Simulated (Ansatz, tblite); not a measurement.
Removing an electron: (MgSe)2 ring (Mg₂Se₂). Total charge 0; singlet. Geometry: PBE0-D4/def2-SVP. Ansatz, gas phase; energy differences of separate SCF runs; the oxidised species was run as a doublet alone.

| atom | x (Å) | y (Å) | z (Å) |
| --- | --- | --- | --- |
| Mg1 | -0.1384 | 0.1121 | 1.3463 |
| Se2 | -0.3099 | 2.0164 | -0.1997 |
| Mg3 | 0.1403 | -0.1118 | -1.3461 |
| Se4 | 0.3081 | -2.0167 | 0.1995 |

The xTB rows come from tblite.

```tsv
level	−HOMO (eV)	vertical IE (eV)	−LUMO (eV)	HOMO–LUMO gap (eV)
GFN2-xTB	10.06	12.34	8.16	1.90
PBE-D4/def2-TZVP	5.00	7.51	3.35	1.65
r2SCAN-D4/def2-TZVP	5.19	7.61	3.04	2.15
```

Estimate the rows for GFN1-xTB, PBE0-D4/def2-TZVP.


```csv
level,−HOMO (eV),vertical IE (eV),−LUMO (eV),HOMO–LUMO gap (eV)
GFN1-xTB,9.34,12.71,7.34,2.00
PBE0-D4/def2-TZVP,5.97,7.69,2.73,3.24
```

Relaxing the oxidised species (PBE0-D4/def2-SVP) changes its energy by -0.05 eV at PBE0-D4/def2-TZVP, so the adiabatic ionisation energy to this nearest minimum is 7.65 eV. At PBE-D4/def2-TZVP it is 7.46 eV.   Raw xTB energy differences between charge states are shifted by several eV; the methods need an empirical correction for them.
